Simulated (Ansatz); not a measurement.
A CCSD(T) single point on CH$_{7}$Al$_{2}$N (`C[N]([AlH2])[AlH2]`).

```yaml
crystal:
  periodic: [false, false, false]
  atoms:
    - {symbol: C, position_ang: [-0.000739, 1.424990, 0.089603]}
    - {symbol: N, position_ang: [0.044242, -0.038785, 0.010069]}
    - {symbol: Al, position_ang: [-0.403938, -1.008547, 1.446015]}
    - {symbol: Al, position_ang: [0.446300, -0.822525, -1.548279]}
    - {symbol: H, position_ang: [0.975527, 1.845309, 0.354172]}
    - {symbol: H, position_ang: [-0.295892, 1.877212, -0.862801]}
    - {symbol: H, position_ang: [-0.712717, 1.770457, 0.846302]}
    - {symbol: H, position_ang: [-0.302283, -2.584161, 1.349799]}
    - {symbol: H, position_ang: [-0.896943, -0.231213, 2.738206]}
    - {symbol: H, position_ang: [0.676606, 0.111429, -2.809894]}
    - {symbol: H, position_ang: [0.535337, -2.401167, -1.592593]}
basis:
  gaussian: {orbitals: def2-TZVPP}
correlation: {method: ccsd_t}
output: {orbitals: {seedname: orbitals}}
```

```sh
$ ansatz run in.yaml --threads 2 --pin off --events-out ev --progress --plain --max-ram 4352MiB
```

Log, shortened:

```
Functional definition: HF
1411 factors; integrals over basis functions are off by at most 1.9e-3 eV
mean field evaluation 1: about -15786.4525 eV, gradient 4.2e1 eV
mean field evaluation 2: about -15786.6184 eV, gradient 4.2e1 eV
mean field evaluation 4: about -15791.0137 eV, gradient 4.4e0 eV
mean field evaluation 8: about -15791.0963 eV, gradient 2.4e-1 eV
mean field -15791.09662292 eV, -580.3120973024 hartree, gradient 2.2e-6 eV, S^2 0.000000; 0 other end points of the search recorded, 0 dependent functions left out
12 core orbitals not correlated: weight in the atoms' cores, before any rotation towards them, 1.000 or more for the frozen orbitals, at most 0.000 for the correlated occupied ones
reference -15791.09662292 eV, -580.3120973024 hartree; 11, 11 occupied and 221, 221 virtual orbitals, 1411 factors
second order -15.09012823 eV of doubles, -0.00000000 eV of singles
cycle   1  -15.74743742 eV  change   -6.6e-1 eV  update   9.6e-2
cycle   2  -16.24016340 eV  change   -4.9e-1 eV  update   3.0e-2
cycle   3  -16.34217163 eV  change   -1.0e-1 eV  update   1.5e-2
cycle   4  -16.33281158 eV  change    9.4e-3 eV  update   4.1e-3
cycle   5  -16.33329554 eV  change   -4.8e-4 eV  update   2.2e-3
cycle   6  -16.33338627 eV  change   -9.1e-5 eV  update   6.6e-4
cycle   7  -16.33314423 eV  change    2.4e-4 eV  update   2.3e-4
cycle   8  -16.33317441 eV  change   -3.0e-5 eV  update   7.7e-5
cycle   9  -16.33318695 eV  change   -1.3e-5 eV  update   2.0e-5
perturbative correction -0.60005739 eV, -0.0220517024 hartree
Total energy: -15808.02986725 eV, -580.9343825540 hartree
```

It took 8.2 min on 2 threads of an Arm Neoverse V1 on a shared host, with 1.9 GiB of host memory at the peak.

Correlation energy per correlated electron: -0.770 eV. T1 diagnostic: 0.0122.
